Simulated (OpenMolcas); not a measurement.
## P3+: CASPT2 settings compared

```yaml
Program: OpenMolcas 26.06
Basis: ANO-RCC-VQZP [6s5p3d2f1g]
Scalar_Hamiltonian: DKH4, point nucleus
Active_space: 2 electrons in 4 orbitals (3s 3p)
State_averaging: 2S+1 = 1 even, 1 root; 2S+1 = 1 odd, 3 roots; 2S+1 = 3 odd, 3 roots kept (CI in the orbitals of an earlier block)
Spin-orbit_coupling: state interaction with AMFI integrals over the reference wave functions, term energies averaged over their components
```

Methods on the same reference wave functions:
A. CASSCF
B. SS-CASPT2, IPEA 0.4 Eh, real shift 0.3 Eh (closed shells correlated: 2s 2p)
C. SS-CASPT2, IPEA 0.75 Eh, sigma1 regulariser 0.4 Eh (closed shells correlated: 2s 2p)
D. SS-CASPT2, IPEA 0.75 Eh, imaginary shift 0.5 Eh (closed shells correlated: 2s 2p)

Energies in cm⁻¹ above 3s² ¹S₀, the measured ground level; measured values from Martin, Zalubas and Musgrove, J. Phys. Chem. Ref. Data 14, 751 (1985).

```csv
Level,A,B,C,D,Measured
3s² ¹S₀,0.0,0.0,0.0,0.0,0.0
3s 3p ³P°₀,69501,68098,68274,68302,67918
3s 3p ³P°₁,69672,68268,68445,68473,68146
3s 3p ³P°₂,70018,68614,68791,68819,68615
3s 3p ¹P°₁,117929,108356,109028,109090,
```

Deviations, from unrounded energies. A percentage is the sum of absolute deviations over the sum of measured energies, with the sign that they share, or ± where signs differ.

```json
{"Against measurement": "mean absolute deviation (cm-1)", "Levels": "3", "A": "1500", "B": "100", "C": "280", "D": "300"}
{"Against measurement": "other configurations (%)", "Levels": "3", "A": "+2.2", "B": "±0.1", "C": "+0.4", "D": "+0.4"}
```

B lies closest to measurement on these levels and A furthest from it. The largest miss of B in the table is 3s 3p ³P°₀, by +180 cm-1. The ranking rests on the paired levels alone, and a cruder setting can come out closer through cancelling errors.

Among B to D the level of the table that moves most is 3s 3p ¹P°₁, by 730 cm-1 (lowest in B, highest in D).

The lowest spin-free term lies below A's lowest term by 0.044 hartree in B, 0.043 hartree in C, 0.043 hartree in D.

Terms from blocks run as CI alone lack orbitals of their own. Measured partners are found by configuration, term and J. A level has none where our copy of the source lacks it or the pairing is in doubt (some pairs that miss far off the trend of their configuration count as doubtful), and it then counts in no deviation. Levels of configurations outside the active space are missing.

° marks odd parity.
